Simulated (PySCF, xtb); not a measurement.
Be(Me)(NMe2) (C₃H₉BeN), SMILES [CH3][Be][N](C)C.

GFN2-xTB in xtb 6.7.1 at its own geometry gives an orbital gap of 5.07 eV and a dipole moment of 0.77 D.

Geometry: ωB97X-D3(BJ)/def2-SVP. The structure was generated by enumeration; whether it is a known compound was not checked. One conformer was computed; it need not be the lowest.

Problem. What does PySCF with HF/def2-TZVP give? (The exact figures need the calculation; the answer reports its results.)

Solution. gap 10.94 eV (levels -9.26 and 1.68 eV), dipole 0.63 D.
